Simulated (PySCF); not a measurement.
CH₃Li, triplet, geometry from GFN2-xTB (such geometries of metal compounds can be far from the true shape) (a higher spin typed on purpose: for a closed-shell molecule this is an excited state). Base run: HF/def2-SV(P) in PySCF.

The PySCF input:
```python
from pyscf import gto, scf

mol = gto.M(
    atom='''
Li   -1.238877   -0.720652   -1.088172
C     0.392458    0.227413    0.344803
H     0.739483   -0.695110    0.759741
H    -0.317570    0.812136    0.890224
H     0.939970    0.680449   -0.454268
''',
    basis='def2-sv(p)',
    charge=0,
    spin=2,
    verbose=4,
)

mf = scf.UHF(mol)
mf.kernel()
mo_i, mo_e, stable_i, stable_e = mf.stability(internal=True, external=True, return_status=True, nroots=6, tol=1e-6)
print('internally stable:', stable_i, ' externally stable:', stable_e)
if not stable_i:
    umf = mf.copy()
    umf.scf_summary = {}
    umf.kernel(umf.make_rdm1(mo_i, mf.mo_occ))
mf.analyze()
```

The bond that is stretched is that between atoms 5 and 2. A test that says stable can miss a lower solution.

Variants of this job, named by their change:

```tsv
change	ΔE vs base (eV)	<S^2>	stability test says
base	0.00	2.010	external instability
bond × 1.25	0.78	2.018	external instability
bond × 1.5	2.17	2.131	external instability
bond × 1.8	3.96	2.018	internal instability
bond × 2.2	3.58	2.209	external instability
bond × 3.0	3.41	2.534	stable
```

On stretching, the SCF can end on different states; <S^2> shows the spin contamination of each.
